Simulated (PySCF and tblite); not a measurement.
Results of a calculation; reference values are marked as such.
System: 5-chlororesorcinol, C₆H₅ClO₂, numbered as in [OH:1][c:2]1[cH:3][c:4]([OH:5])[cH:6][c:7]([Cl:8])[cH:9]1.

Motion: rotation about the C2–O1 bond (torsion C3–C2–O1–H from 0° to 180°, rising). GFN2-xTB gives an electronic barrier of 6.1 kcal/mol and a reaction energy of 0.2 kcal/mol.

PBE0/pcSseg-1 + D3(BJ) on GFN2-xTB geometries gives 4.3 kcal/mol and k(298 K) = 2.8×10¹⁰ s⁻¹.

Q: What does OLYP/pcSseg-1 + D3(BJ) give on GFN2-xTB geometries?

A: A barrier of 5.0 kcal/mol, 0.6 above the first DFT barrier (from unrounded values), a reaction energy of 0.1 kcal/mol and, with GFN2-xTB thermal terms, ΔG‡(298 K) = 4.3 kcal/mol and k = 9.4×10⁹ s⁻¹ (2 equivalent paths).

Programs: tblite and PySCF.
